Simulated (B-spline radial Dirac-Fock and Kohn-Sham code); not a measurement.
# Core-level shifts of tungsten with charge state

These are calculated numbers from a radial B-spline solver; the model is Dirac-Fock energy differences between relaxed states, corrected for Breit and QED terms. Each ion is free and in its tabulated ground configuration. Correlation energy is missing from these numbers.

Reference: W²⁶⁺, [Kr] 4d10 4f2, with 2p3/2 11089.3 eV, 3s 3712.0 eV, 3p3/2 3168.6 eV, 4s 1410.4 eV, 4p3/2 1224.3 eV, Kα1 (K-L3) 59308.7 eV, Kβ1 (K-M3) 67229.4 eV, Lℓ (L3-M1) 7377.2 eV. Shifts from it, in eV (a dash: the subshell is empty, belongs to an open shell averaged over j, or its hole state is left out as unreliable):

```csv
ion,configuration,2p3/2,3s,3p3/2,4s,4p3/2,Kα1,Kβ1,Lℓ
W²⁷⁺,[Kr] 4d10 4f1,+59.6,+60.1,+59.8,+50.5,+49.0,-1.52,-1.67,-0.47
W²⁸⁺,[Kr] 4d10,+120.8,+121.6,+120.9,+101.9,+98.9,-3.09,-3.27,-0.84
W²⁹⁺,[Kr] 4d9,+187.1,+182.6,+181.7,+151.7,+147.0,-2.54,+2.94,+4.58
W³⁰⁺,[Kr] 4d8,+254.7,+244.4,+243.3,+202.1,+195.6,-1.93,+9.46,+10.26
```

Over this range L3 (2p3/2) moves by +254.7 eV and Kα1 by -1.9 eV: a line is a difference of two levels that shift in the same direction.
